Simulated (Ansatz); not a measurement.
Stepwise reaction of `[F][GeH3]` with water, as a gas-phase model of exchange steps in deposition or etching. ΔE in kJ/mol; ΔG adds harmonic PBE0-D4 terms to CCSD(T)/CBS, at 1 bar.

Computed with Ansatz on PBE0-D4/def2-TZVP structures; ΔE is electronic, products minus reactants. CCSD(T)/CBS adds triple-zeta CCSD(T) − MP2 to the extrapolated MP2 energy (def2 sets, frozen cores). This one scheme is used for every species. Functionals use def2-TZVPP. B3LYP here is the variant with VWN-RPA as its local correlation; programs differ in this. For Ge outer-core shells are correlated without core-valence functions, which leaves a few kJ/mol of doubt a bond. Scalar relativity is left out up to krypton. One conformer a species, not always the lowest.

```json
{"step": "1", "reaction": "`[F][GeH3]` + H₂O → `[OH][GeH2][F]` + H₂", "PBE-D4": "-21.9", "B3LYP-D4": "-23.2", "ωB97M-V": "-23.2", "CCSD(T)/CBS": "-21.9", "ΔG(400 K)": "-25.5"}
{"step": "2", "reaction": "`[OH][GeH2][F]` + H₂O → `[OH][GeH]([OH])[F]` + H₂", "PBE-D4": "-28.0", "B3LYP-D4": "-30.1", "ωB97M-V": "-31.0", "CCSD(T)/CBS": "-29.4", "ΔG(400 K)": "-31.1"}
```

By hand: ΔE of the 2 steps together at CCSD(T)/CBS.

(-21.9) + (-29.4) = -51.3 kJ/mol, or -25.6 kJ/mol a step.

In ΔE each step is lower than the one before. All are downhill at CCSD(T)/CBS. ΔG lies between -31.1 and -25.5 kJ/mol a step. PBE-D4 differs from CCSD(T)/CBS by 0.0 to 1.4 kJ/mol a step. Isolated molecules leave out the surface, adducts and barriers. Largest T1 diagnostic: 0.012.
